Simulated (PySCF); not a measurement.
# Dipole moment and polarisability of `C=CO[SiH2]C[SiH3]`

C3H10OSi2.
Cartesian coordinates in Å at the GFN2-xTB level; atoms count from 1:
```xyz
16
C3H10OSi2 angstrom
C      3.0597   -0.2386    0.4508
C      2.0943    0.5594    0.8685
O      0.8705    0.6793    0.3324
Si     0.1702   -0.0337   -0.9572
C     -1.5768    0.6824   -0.9089
Si    -2.5927    0.2442    0.6342
H      4.0080   -0.2645    0.9528
H      2.9256   -0.8824   -0.3999
H      2.2221    1.2136    1.7244
H      0.1746   -1.4940   -0.8196
H      0.8893    0.3261   -2.1865
H     -2.1039    0.3299   -1.7941
H     -1.5244    1.7671   -1.0005
H     -3.9135    0.8774    0.5306
H     -1.9396    0.7192    1.8543
H     -2.7711   -1.2090    0.7074
```

Level: B3LYP/def2-SVPD (PySCF), static field, nuclei fixed, core orbitals frozen in the response. The polarisability tensor in these axes (au):

```
x   114.99  -6.96  -1.98
y    -6.96  80.73   2.16
z    -1.98   2.16  87.03
```

Question: Diagonalise the tensor; give its mean and Δα, where Δα² is half the sum of the squared differences of the eigenvalues.

Answer: Principal values 78.99, 87.22 and 116.54 au; mean 94.25 au = 13.97 Å³ = 15.54 × 10⁻⁴⁰ C²·m²/J; Δα = 34.19 au (36 % of the mean).

Question: What is the dipole moment, and where does it point?

Answer: (0.01, 0.14, -0.65) D, 0.66 D in size, pointing from the negative to the positive side. Measured along this direction, the outermost atoms are H15 at the negative end and H11 at the positive end.

Question: Traceless (Buckingham) quadrupole moment about the centre of nuclear charge: eigenvalues?

Answer: -4.70, -0.14, 4.84 D·Å. The values depend on the origin, since the dipole doesn't vanish. The electronic extent ⟨r²⟩ about the same centre is 1283 bohr², a root-mean-square distance of 2.37 Å for the 64 electrons.

Question: What molar refraction does this α imply?

Answer: Lorentz–Lorenz: R = (4π/3)N_A α = 2.5225 cm³/(mol·Å³) × 13.97 Å³ = 35.2 cm³/mol, in the limit of long wavelengths.

Question: Form Σ f/ω² (atomic units) for the 8 lowest TDDFT singlets, given as eV and f, and set it beside the mean polarisability, which is this sum over all singlets: 6.14, 0.0088; 6.26, 0.0062; 6.71, 0.0278; 6.86, 0.1480; 7.04, 0.1429; 7.08, 0.0118; 7.40, 0.0204; 7.59, 0.0303.

Answer: They add up to 6.05 au, 6.4 % of the 94.25 au; the largest single term is 2.33 au, from the state at 6.86 eV. Terms in order: 0.17, 0.12, 0.46, 2.33, 2.13, 0.17, 0.28, 0.39 au. Higher excitations give the rest. The strengths listed sum to 0.396.

Question: Find the Langevin capture rate constant for H3O+ (19.018 u) meeting this molecule (118.027 u), k = 2.342 × 10⁻⁹ cm³/s × √(α in Å³ / reduced mass in u).

Answer: The reduced mass is 16.38 u, so k = 2.16 × 10⁻⁹ cm³/s. The formula leaves out the permanent dipole, which adds to the capture rate.

Question: Give the principal axes and the span of the nuclei along them.

Answer: Largest value along (0.98, -0.19, -0.08), where the nuclei span 7.93 Å; middle along (0.12, 0.20, 0.97), 4.14 Å; least along (0.17, 0.96, -0.21), 3.44 Å. The response follows the extents in order.

The structure is a single GFN2-xTB conformer in the gas phase; no vibrational or solvent corrections.
